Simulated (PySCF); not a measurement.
# Computed NMR parameters against published values

Molfile (atoms numbered from 1):
```
C7H7F
     RDKit          3D

 15 15  0  0  0  0  0  0  0  0999 V2000
    2.1960    0.5578    0.0695 C   0  0  0  0  0  0  0  0  0  0  0  0
    0.7116    0.3596    0.0432 C   0  0  0  0  0  0  0  0  0  0  0  0
   -0.2004    1.4187    0.0201 C   0  0  0  0  0  0  0  0  0  0  0  0
   -1.5773    1.1965    0.0023 C   0  0  0  0  0  0  0  0  0  0  0  0
   -2.0718   -0.1058    0.0075 C   0  0  0  0  0  0  0  0  0  0  0  0
   -1.1872   -1.1832    0.0295 C   0  0  0  0  0  0  0  0  0  0  0  0
    0.1770   -0.9313    0.0471 C   0  0  0  0  0  0  0  0  0  0  0  0
    1.0248   -1.9651    0.0689 F   0  0  0  0  0  0  0  0  0  0  0  0
    2.6865    0.0081   -0.7483 H   0  0  0  0  0  0  0  0  0  0  0  0
    2.6310    0.1818    1.0093 H   0  0  0  0  0  0  0  0  0  0  0  0
    2.4524    1.6215   -0.0248 H   0  0  0  0  0  0  0  0  0  0  0  0
    0.1857    2.4416    0.0145 H   0  0  0  0  0  0  0  0  0  0  0  0
   -2.2647    2.0449   -0.0162 H   0  0  0  0  0  0  0  0  0  0  0  0
   -3.1484   -0.2892   -0.0065 H   0  0  0  0  0  0  0  0  0  0  0  0
   -1.5355   -2.2176    0.0335 H   0  0  0  0  0  0  0  0  0  0  0  0
  1  2  1  0
  2  3  2  0
  3  4  1  0
  4  5  2  0
  5  6  1  0
  6  7  2  0
  7  8  1  0
  7  2  1  0
  1  9  1  0
  1 10  1  0
  1 11  1  0
  3 12  1  0
  4 13  1  0
  5 14  1  0
  6 15  1  0
M  END
```

The experiment to reproduce: δ 19F F8 -118.2 ppm (measured; G. Saielli, R. Bini, A. Bagno, Computational 19F NMR. 2. Organic compounds, RSC Adv. 2014, ESI (exp. from Berger-Braun-Kalinowski 1994 and Everett 1995)). Coupling constants: 1J(C7,F8) 243.9 Hz, 2J(C2,F8) 17.0 Hz, 3J(C3,F8) 4.8 Hz, 4J(C4,F8) 3.7 Hz, 3J(C5,F8) 7.9 Hz, 2J(C6,F8) 22.1 Hz.

Single conformer, averaged over atoms made equivalent by symmetry, fast rotation or ring inversion, no relativistic terms, in vacuum. NMR shieldings at B3LYP/pcSseg-1/GIAO; B3LYP/pcJ-1 coupling constants (spin–dipole term only in couplings to heteroatoms); geometry from PBE0-D3(BJ)/def2-SVP; PySCF.

Question: What does the calculation give, and how does it compare?

Answer: 
Reference values: measured (G. Saielli, R. Bini, A. Bagno, Computational 19F NMR. 2. Organic compounds, RSC Adv. 2014, ESI (exp. from Berger-Braun-Kalinowski 1994 and Everett 1995)).
```tsv
atoms	quantity	reference	computed
F8	δ 19F vs CFCl3	-118.2	-116.1
```

Computed shifts are σ(ref) − σ with the named reference compound (TMS for H and C) calculated as an isolated molecule at the same level.

Coupling constants in Hz (some tables give magnitudes without signs):
| coupling | reference | computed | source |
| --- | --- | --- | --- |
| 1J(C7,F8) | 243.9 | -310.1 | measured; liquid or solution; F. J. Weigert, PhD thesis, Caltech 1968 (Carbon-13 magnetic resonance spectroscopy) |
| 2J(C2,F8) | 17.0 | 14.0 | measured; liquid or solution; F. J. Weigert, PhD thesis, Caltech 1968 (Carbon-13 magnetic resonance spectroscopy) |
| 3J(C3,F8) | 4.8 | 2.5 | measured; liquid or solution; F. J. Weigert, PhD thesis, Caltech 1968 (Carbon-13 magnetic resonance spectroscopy) |
| 4J(C4,F8) | 3.7 | 6.8 | measured; liquid or solution; F. J. Weigert, PhD thesis, Caltech 1968 (Carbon-13 magnetic resonance spectroscopy) |
| 3J(C5,F8) | 7.9 | 5.1 | measured; liquid or solution; F. J. Weigert, PhD thesis, Caltech 1968 (Carbon-13 magnetic resonance spectroscopy) |
| 2J(C6,F8) | 22.1 | 19.0 | measured; liquid or solution; F. J. Weigert, PhD thesis, Caltech 1968 (Carbon-13 magnetic resonance spectroscopy) |
